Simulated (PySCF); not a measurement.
**Running PySCF for SrMg**

Input:

```python
from pyscf import gto, scf, mp

mol = gto.M(
    atom='Sr 0 0 0; Mg 0 0 3.065',
    basis='cc-pvdz-dk',
    charge=0,
    spin=0,
    symmetry=True,
    verbose=4,
)
mf = scf.RHF(mol)
mf = mf.sfx2c1e()
mf.kernel()
mp.MP2(mf).kernel()
mf.dip_moment()
print('orbital energies (hartree):', mf.mo_energy[..., max(0, mol.nelec[1]-3):mol.nelec[0]+3].round(4))
```

```bash
$ OMP_NUM_THREADS=1 python input.py
```

Output (some set-up lines and the per-cycle HOMO/LUMO lines with their warnings removed):

```
PySCF version 2.14.0

[INPUT] Symbol           X                Y                Z      unit          X                Y                Z       unit  Magmom
[INPUT]  1 Sr     0.000000000000   0.000000000000   0.000000000000 AA    0.000000000000   0.000000000000   0.000000000000 Bohr   0.0
[INPUT]  2 Mg     0.000000000000   0.000000000000   3.065000000000 AA    0.000000000000   0.000000000000   5.792010571792 Bohr   0.0

nuclear repulsion = 78.7291380683589
point group symmetry = Coov
symmetry origin: [0.         0.         1.39008254]
symmetry axis x: [1. 0. 0.]
symmetry axis y: [0. 1. 0.]
symmetry axis z: [0. 0. 1.]
num. orbitals of irrep A1 = 22
num. orbitals of irrep E1x = 12
num. orbitals of irrep E1y = 12
num. orbitals of irrep E2x = 4
num. orbitals of irrep E2y = 4
number of shells = 11
number of NR pGTOs = 167
number of NR cGTOs = 54
basis = cc-pvdz-dk
ecp = {}

******** <class 'pyscf.x2c.sfx2c1e.sfX2C1eSymAdaptedRHF'> ********
method = sfX2C1eSymAdaptedRHF
initial guess = minao
damping factor = 0
level_shift factor = 0
DIIS = <class 'pyscf.scf.diis.CDIIS'>
SCF conv_tol = 1e-09
SCF max_cycles = 50

******** <class 'pyscf.x2c.sfx2c1e.SpinFreeX2CHelper'> ********
approx = 1e
xuncontract = 1
Freeze 0 electrons in irreps []
    50 free electrons in irreps A1 E1x E1y E2x E2y
Initial guess from minao.
init E= -3377.35625208498
cycle= 1 E= -3377.1407514073  delta_E= 0.216  |g|= 0.0574  |ddm|= 1.08
cycle= 2 E= -3377.14427828411  delta_E= -0.00353  |g|= 0.024  |ddm|= 0.397
cycle= 3 E= -3377.14463739306  delta_E= -0.000359  |g|= 0.00816  |ddm|= 0.12
cycle= 4 E= -3377.14476896153  delta_E= -0.000132  |g|= 0.002  |ddm|= 0.122
cycle= 5 E= -3377.14477844293  delta_E= -9.48e-06  |g|= 0.000594  |ddm|= 0.0486
cycle= 6 E= -3377.14477968718  delta_E= -1.24e-06  |g|= 0.000216  |ddm|= 0.0149
cycle= 7 E= -3377.14477990541  delta_E= -2.18e-07  |g|= 5.86e-05  |ddm|= 0.00649
cycle= 8 E= -3377.14477991842  delta_E= -1.3e-08  |g|= 9.43e-06  |ddm|= 0.00234
cycle= 9 E= -3377.14477991862  delta_E= -2.06e-10  |g|= 1.25e-06  |ddm|= 0.000416
Extra cycle  E= -3377.14477991862  delta_E= -9.09e-13  |g|= 5.14e-07  |ddm|= 6.16e-05
converged SCF energy = -3377.14477991862

******** <class 'pyscf.mp.mp2.RMP2'> ********
nocc = 25, nmo = 54
E(RMP2) = -3377.2506481729  E_corr = -0.105868254275377
E(SCS-RMP2) = -3377.25055706215  E_corr = -0.105777143528702
E_corr(same-spin) = -0.0245362633866352
E_corr(oppo-spin) = -0.0813319908887419
Dipole moment(X, Y, Z, Debye): -0.00000,  0.00000,  1.79550
orbital energies (hartree): [-1.0908 -0.3032 -0.1574  0.0084  0.0084  0.0235]
```

In short: E(SCF) = -3377.144780 Eh, 9 cycles, E(MP2) − E(SCF) = -0.10587 Eh, μz(SCF) = 1.80 D.

Hardware: Intel Xeon Platinum 8488C, 1 thread, shared host. Wall time 1.9 s.

Stability towards an unrestricted solution was not tested. The bond length is a typed value, not an optimised one.
